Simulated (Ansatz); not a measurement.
Ansatz (a quantum-chemistry and plane-wave program) job for silanone anion (H2OSi), SMILES O=[SiH2] (connectivity only; charge and spin as stated), charge -1, multiplicity 2, PBE/def2-TZVPD. Geometry optimised at B3LYP-D3(BJ)/def2-TZVPD. The spin state was assumed, not searched.

Ansatz 0.2 input:
```yaml
crystal:
  periodic: [false, false, false]
  atoms:
    - {symbol: Si, position_ang: [0.45959711, -0.10842214, 0.00000000]}
    - {symbol: O, position_ang: [-1.10603554, 0.06130751, -0.00000000]}
    - {symbol: H, position_ang: [1.20696238, 0.51372491, -1.18572402]}
    - {symbol: H, position_ang: [1.20696237, 0.51372491, 1.18572403]}
basis:
  gaussian:
    orbitals: def2-TZVPD
hamiltonian:
  xc: {name: PBE}
total_charge: -1
magnetization: {spin_polarized: true, initial_magnetization: 1}
```

Log of the run:

```
WARN ansatz: RAYON_NUM_THREADS=1 ignored (pool sized by the plan → 1); use --threads N
Functional definition: PBE
integrals: 0.02 GiB planned
561 factors; their error is unknown
mean field: 0.27 GiB planned
mean field evaluation 1: about -9951.6847 eV, gradient 1.2e1 eV
mean field evaluation 2: about -9949.2980 eV, gradient 2.8e1 eV
mean field evaluation 4: about -9952.5552 eV, gradient 7.9e-1 eV
mean field evaluation 8: about -9952.5581 eV, gradient 2.3e-2 eV
mean field evaluation 16: about -9952.5522 eV, gradient 5.2e-5 eV
mean field -9952.55215251 eV, -365.7495455226 hartree, gradient 5.2e-5 eV, S^2 0.752693; 0 other end points of the search recorded, 0 dependent functions left out
reference -9952.55219225 eV, -365.7495469832 hartree; 13, 12 occupied and 88, 89 virtual orbitals, 561 factors
Total energy: -9952.55219225 eV, -365.7495469832 hartree
```

The run converged.

Cost: very roughly 2.2 core-seconds.
